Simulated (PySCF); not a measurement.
GaH₂⁺ + 2 Cl₂ → GaCl₂⁺ + 2 HCl

Level: PBE0 in the def2-TZVP basis family, all electrons, no relativity, computed in PySCF with density fitting; open shells unrestricted.

```
species               state and structure       E (Eh)  ZPE (kJ/mol)  H(298 K) − H(0) (kJ/mol)  S° (J/(mol K))
  GaH₂⁺   singlet, D∞h, Ga–H 1.528 Å (×2)  -1925.47306          33.7                       9.3           201.1
    Cl₂       singlet, D∞h, Cl–Cl 1.982 Å   -920.08940           3.5                       9.1           222.5
 GaCl₂⁺  singlet, D∞h, Ga–Cl 2.024 Å (×2)  -2844.51089           7.6                      13.5           273.1
    HCl        singlet, C∞v, H–Cl 1.279 Å   -460.66440          17.9                       8.7           186.6
```

Q: What is the electronic reaction energy?

A: At PBE0/def2-TZVP, ΔE = -493.1 kJ/mol from the differences of the total energies times 2625.5, downhill. 

Q: Add zero-point, thermal and entropy terms for 298.15 K and 1 bar.

A: ΔZPE = 2.7 and Δ[H(298) − H(0)] = 3.4 kJ/mol give ΔH° = -487.0 kJ/mol. ΔS° = 0.2 J/(mol K), so ΔG° = -487.0 − 298.15 × (0.0002) = -487 kJ/mol.

The structures come from searches over a few start shapes, so lower isomers are not excluded.
